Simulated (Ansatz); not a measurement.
`O=[CH][GeH2][Cl]` + `N=C[SiH3]` → `O=C/N=C\[SiH3]` + `[Cl][GeH3]` at 700 K and 1 bar (substitution at a C–Ge bond).

Isolated molecules relaxed with PBE0-D4/def2-TZVP in Ansatz; ΔE leaves out vibrations. CCSD(T)/CBS adds triple-zeta CCSD(T) − MP2 to the extrapolated MP2 energy (def2 sets, frozen cores). For Ge outer-core shells are correlated without core-valence functions, which leaves a few kJ/mol of doubt a bond. Scalar relativity is left out up to krypton. One conformer a species, not always the lowest.

| species | CCSD(T)/CBS energy (Eh) | H − E (kJ/mol) | S (J/(mol·K)) |
| --- | --- | --- | --- |
| `O=[CH][GeH2][Cl]` | -2650.92278 | 152.3 | 425.7 |
| `N=C[SiH3]` | -384.79808 | 200.5 | 369.9 |
| `O=C/N=C\[SiH3]` | -498.01310 | 243.9 | 446.7 |
| `[Cl][GeH3]` | -2537.71925 | 104.5 | 321.9 |

H − E and S are ideal-gas, rigid-rotor, harmonic terms from PBE0-D4/def2-TZVP, for one conformer and one mirror image of each species. 1 Eh = 2625.50 kJ/mol, R = 8.31446 J/(mol·K).

**Question.** By hand: ΔE, ΔH, ΔS and ΔG.

**Answer.** ΔE = (-498.01310) + (-2537.71925) − (-2650.92278) − (-384.79808) = -0.01149 Eh = -30.2 kJ/mol. Δ(H − E) = 243.9 + 104.5 − 152.3 − 200.5 = -4.4, so ΔH = -34.6 kJ/mol. ΔS = 446.7 + 321.9 − 425.7 − 369.9 = -27.0 J/(mol·K). ΔG = -34.6 − 700 × (-27.0)/1000 = -15.7 kJ/mol.

**Question.** By hand: the equilibrium constant, and the temperature at which ΔG would vanish if ΔH and ΔS stayed fixed.

**Answer.** log₁₀ K = −ΔG/(RT ln 10) = 1.2. ΔG = 0 at ΔH/ΔS = 1281 K.

TΔS isn't small against ΔH here. A doubt of 5 kJ/mol in ΔE shifts log₁₀ K by 0.4 here. Other conformers and mirror images would add mixing entropy, several J/(mol·K) or more a flexible species. Modes under 60 cm⁻¹, often nearly free rotors, make the harmonic entropy too high. These are equilibria of isolated gas molecules and say nothing of rates. Largest T1 diagnostic: 0.017 (customary marks: 0.02 for closed shells, 0.045 for open ones).
